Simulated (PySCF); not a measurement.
Low-lying terms of Nb⁵⁺ (niobium, charge +5)

Ground state [Kr], ¹S. All numbers are calculated (PySCF 2.14, the spin-free X2C one-electron Hamiltonian (Gaussian nucleus), in x2c-TZVPall with one added diffuse shell each of s, p, d type (9s7p7d1f, 72 functions)). Vertical excitation energies in eV without spin-orbit coupling; excited terms of each kind are numbered among those the solver found. Frozen: [Ar].

```json
{"term": "1 3P°", "leading excitation": "4p → d", "EOM-EE-CCSD": "34.736"}
{"term": "1 3F°", "leading excitation": "4p → d", "EOM-EE-CCSD": "36.088"}
{"term": "1 1D°", "leading excitation": "4p → d", "EOM-EE-CCSD": "38.011"}
{"term": "1 3D°", "leading excitation": "4p → d", "EOM-EE-CCSD": "38.144"}
{"term": "1 1F°", "leading excitation": "4p → d", "EOM-EE-CCSD": "38.371"}
{"term": "1 1P°", "leading excitation": "4p → d", "EOM-EE-CCSD": "47.098"}
{"term": "1 3S", "leading excitation": "4p → p", "EOM-EE-CCSD": "57.069"}
{"term": "1 3D", "leading excitation": "4p → p", "EOM-EE-CCSD": "58.274"}
{"term": "1 1D", "leading excitation": "4p → p", "EOM-EE-CCSD": "58.674"}
{"term": "1 1P", "leading excitation": "4p → p", "EOM-EE-CCSD": "58.948"}
{"term": "1 3P", "leading excitation": "4p → p", "EOM-EE-CCSD": "59.022"}
{"term": "1 1S", "leading excitation": "4p → p", "EOM-EE-CCSD": "60.818"}
{"term": "2 3D", "leading excitation": "4s → d", "EOM-EE-CCSD": "61.915"}
{"term": "2 1D", "leading excitation": "4s → d", "EOM-EE-CCSD": "63.608"}
```

The spin-orbit splitting of the hole, absent here, rivals or exceeds the spacing of these terms, so the LS terms are model states.

The solver can miss terms.
